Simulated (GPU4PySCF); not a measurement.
PVDF trimer (C7H10F6), SMILES CC(F)(F)CC(F)(F)CC(C)(F)F.

Geometry: ωB97M-D3(BJ)/def2-TZVP. Other conformers were not sampled.

Vertical ionisation energy (IE) and electron affinity (EA) in eV. Rows of orbital energies are one-electron estimates. Where ΔSCF, EOM or ADC give a negative EA the extra electron is unbound and the value depends on the basis.

```json
[
 {"level": "−ε(HOMO), −ε(LUMO), M06-2X/def2-TZVPD (GPU4PySCF)", "IE": "11.12", "EA": "-0.05"},
 {"level": "−ε(HOMO), −ε(LUMO), PBE/def2-TZVPD (GPU4PySCF)", "IE": "7.87", "EA": "0.66"}
]
```
